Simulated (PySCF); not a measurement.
## Molecular orbitals of GaGe

r²SCAN at R = 2.494 Å; basis Ga cc-pVDZ-PP with ECP10, Ge cc-pVDZ-PP with ECP10; scalar-relativistic core potentials; PySCF 2.14. State: ⁴Σ⁻ (quartet), unpaired electrons σ ↑, π ↑↑. Only the outer orbitals are listed, counted within each symmetry, core potentials removing the inner ones.

```json
{"spin": "α", "orbital": "7σ", "occ.": "1", "ε (eV)": "-13.33", "on Ga (%)": "23", "main shells (%)": "76 Ge s, 18 Ga s"}
{"spin": "α", "orbital": "8σ", "occ.": "1", "ε (eV)": "-9.38", "on Ga (%)": "70", "main shells (%)": "69 Ga s, 18 Ge s, 11 Ge p"}
{"spin": "α", "orbital": "9σ", "occ.": "1", "ε (eV)": "-5.05", "on Ga (%)": "47", "main shells (%)": "51 Ge p, 39 Ga p, 8 Ga s"}
{"spin": "α", "orbital": "5π", "occ.": "1", "ε (eV)": "-5.00", "on Ga (%)": "26", "main shells (%)": "73 Ge p, 25 Ga p"}
{"spin": "α", "orbital": "5π", "occ.": "1", "ε (eV)": "-5.00", "on Ga (%)": "26", "main shells (%)": "73 Ge p, 25 Ga p"}
{"spin": "α", "orbital": "6π", "occ.": "0", "ε (eV)": "-2.15", "on Ga (%)": "74", "main shells (%)": "74 Ga p, 24 Ge p"}
{"spin": "α", "orbital": "6π", "occ.": "0", "ε (eV)": "-2.15", "on Ga (%)": "74", "main shells (%)": "74 Ga p, 24 Ge p"}
{"spin": "α", "orbital": "10σ", "occ.": "0", "ε (eV)": "0.49", "on Ga (%)": "74", "main shells (%)": "68 Ga p, 29 Ge p"}
{"spin": "β", "orbital": "7σ", "occ.": "1", "ε (eV)": "-11.40", "on Ga (%)": "32", "main shells (%)": "67 Ge s, 28 Ga s"}
{"spin": "β", "orbital": "8σ", "occ.": "1", "ε (eV)": "-8.20", "on Ga (%)": "66", "main shells (%)": "65 Ga s, 26 Ge s"}
{"spin": "β", "orbital": "9σ", "occ.": "0", "ε (eV)": "-3.06", "on Ga (%)": "49", "main shells (%)": "49 Ge p, 43 Ga p"}
{"spin": "β", "orbital": "5π", "occ.": "0", "ε (eV)": "-2.93", "on Ga (%)": "49", "main shells (%)": "51 Ge p, 48 Ga p"}
{"spin": "β", "orbital": "5π", "occ.": "0", "ε (eV)": "-2.93", "on Ga (%)": "49", "main shells (%)": "51 Ge p, 48 Ga p"}
```

Which are the highest filled and the lowest empty level, where do they sit, and how wide is the gap?

Highest filled α 5π at -5.00 eV (in %: 73 Ge p, 25 Ga p); lowest empty β 9σ at -3.06 eV (in %: 49 Ge p, 43 Ga p); the gap at r²SCAN is 1.94 eV.

| Item | Value |
| --- | --- |
| bond order (Mayer) | 1.48 |
| ⟨S²⟩ | 3.755 |
| charge on Ga (Mulliken, basis-dependent) | 0.10 |
| charge on Ga (Löwdin, basis-dependent) | 0.06 |
| dipole moment (positive dipole means Ga(−)Ge(+)) | -1.22 D |

Spin–orbit coupling is left out. The state is the lowest determinant that a PBE0 search found; another state may lie lower at other levels.
